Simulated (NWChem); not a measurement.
Molecule: NiHOCl, triplet; SMILES [OH][Ni][Cl]

```xyz
4

Ni     0.1522     0.3961    -0.0326
Cl    -0.1215    -1.6694     0.0261
O      0.1443     2.0978    -0.0308
H     -0.4369     2.8497     0.0946
```
Atoms are numbered in this order, from 1.

Level: PBE0/def2-SVP, spin-unrestricted (NWChem), optimised geometry, unscaled harmonic frequencies. The spin multiplicity was typed, not searched, and may not be the lowest.

```
frequency (cm⁻¹)  IR intensity (km/mol)
----------------  ---------------------
116                                 9.6
198                               126.0
371                               118.5
423                                96.0
787                               106.0
3977                              219.2
```

```yaml
zero_point_energy: 8.4 kcal/mol
thermal correction to the enthalpy at 298.15 K (with zero-point energy): 12.0 kcal/mol
heat capacity Cv: 13.4 cal/(mol K)
"entropy at 298.15 K and 1 atm (symmetry number 1, electronic part: spin degeneracy alone)": 71.6 cal/(mol K)
dipole_moment: 2.50 D
```

Rigid rotor and harmonic oscillator.
